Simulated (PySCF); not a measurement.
Compound: 3-(aminomethyl)pyridine, C6H8N2.
Cartesian coordinates in Å at the PBE0-D3(BJ)/def2-SVP level; atoms count from 1:
```
atom  x, y, z in Å
N1    -2.604    0.123   -0.315
C2    -1.581    0.755    0.500
C3    -0.179    0.237    0.287
C4     0.660    0.749   -0.707
C5     1.915    0.182   -0.904
C6     2.293   -0.888   -0.093
N7     1.514   -1.387    0.863
C8     0.319   -0.834    1.040
H9    -2.616   -0.880   -0.138
H10   -2.374    0.224   -1.303
H11   -1.601    1.840    0.305
H12   -1.856    0.630    1.560
H13    0.330    1.595   -1.319
H14    2.595    0.564   -1.669
H15    3.275   -1.358   -0.221
H16   -0.299   -1.260    1.841
```

Computed, not measured: PBE0-D3(BJ)/def2-SVP geometry optimisation, gas phase in PySCF.

Take the most abundant isotopes and a rigid rotor. The values belong to one conformer with, in the numbering `[NH2:1][CH2:2][c:3]1[cH:4][cH:5][cH:6][n:7][cH:8]1`, H–N1–C2–C3 58° and -57°, N1–C2–C3–C4 87°.

Task: Give the principal moments of inertia and the rotational constants in MHz.

Result: Ia = 106.90, Ib = 339.39, Ic = 408.92 u·Å²; 505379 MHz·u·Å²/I gives A = 4728, B = 1489, C = 1236 MHz.

Task: What kind of rotor is it?

Result: An asymmetric top; Ray's κ = -0.855.

Task: Is it planar, by Δ = Ic − Ia − Ib?

Result: Not planar: Δ = Ic − Ia − Ib = -37.37 u·Å². For a rigid frame Δ = −2 Σ m c², so Σ m c² = 18.68 u·Å² lies off the ab plane: 6.15 from hydrogen and 12.54 from heavier atoms. The atom farthest from that plane is 1.24 Å away.

Task: Give the other two planar moments, Paa and Pbb, and the rms extents of the mass along the axes.

Result: Paa = Σ m a² = (Ib + Ic − Ia)/2 = 320.71 and Pbb = Σ m b² = (Ia + Ic − Ib)/2 = 88.21 u·Å². With the mass M = 108.07 u, the rms extents √(P/M) along a, b and c are 1.72, 0.90, 0.42 Å.

Task: List the rotational levels J(Ka,Kc) to J = 3 (MHz).

Result: Above 0(0,0):
J = 1: 1(0,1) 2725, 1(1,1) 5964, 1(1,0) 6217
J = 2: 2(0,2) 8161, 2(1,2) 11160, 2(1,1) 11920, 2(2,1) 21636, 2(2,0) 21650
J = 3: 3(0,3) 16279, 3(1,3) 18947, 3(1,2) 20465, 3(2,2) 29811, 3(2,1) 29882, 3(3,1) 46646, 3(3,0) 46646

Task: Which types of transition are allowed, and where do some lines up to J = 2 fall?

Result: The dipole components are |μa| = 0.11 D, |μb| = 1.89 D, |μc| = 0.33 D. The squared components, which scale the intensities, stand as 0.00 : 1.00 : 0.03 (a : b : c). Some lines, for components of 0.1 D or more:

```
type  branch         J(Ka,Kc)    MHz  lower level (cm⁻¹)
   a       Q  2(1,1) ← 2(1,2)    760               0.372
   b       R  2(0,2) ← 1(1,1)   2197               0.199
   a       R  1(0,1) ← 0(0,0)   2725               0.000
   c       Q  2(1,2) ← 2(0,2)   3000               0.272
   c       Q  1(1,1) ← 1(0,1)   3239               0.091
   b       Q  1(1,0) ← 1(0,1)   3492               0.091
   b       Q  2(1,1) ← 2(0,2)   3759               0.272
   a       R  2(1,2) ← 1(1,1)   5197               0.199
   a       R  2(0,2) ← 1(0,1)   5436               0.091
   a       R  2(1,1) ← 1(1,0)   5703               0.207
   c       R  1(1,0) ← 0(0,0)   6217               0.000
   b       R  2(1,2) ← 1(0,1)   8435               0.091
   c       R  2(1,1) ← 1(0,1)   9195               0.091
   c       Q  2(2,1) ← 2(1,1)   9716               0.398
   b       Q  2(2,0) ← 2(1,1)   9730               0.398
   b       Q  2(2,1) ← 2(1,2)  10476               0.372
   b       R  2(2,1) ← 1(1,0)  15419               0.207
   c       R  2(2,1) ← 1(1,1)  15672               0.199
   b       R  2(2,0) ← 1(1,1)  15687               0.199
```

Task: Estimate the classical rotational partition function at 25 K, 50 K and 200 K.

Result: Point group C1, symmetry number σ = 1; q = (√π/σ)·√((kT/h)³/(ABC)), k/h = 20836.6 MHz/K: 7140 at 25 K, 20200 at 50 K, 162000 at 200 K.

No PBE0-D3(BJ)/def2-SVP frequencies stand behind this structure, so it isn't proved a minimum. Constants of a rigid frame at the computed geometry: no zero-point averaging, no centrifugal distortion. A rigid rotor knows nothing of inversion at nitrogen, which can split or shift real lines. Quadrupole hyperfine structure (14N) is left out.
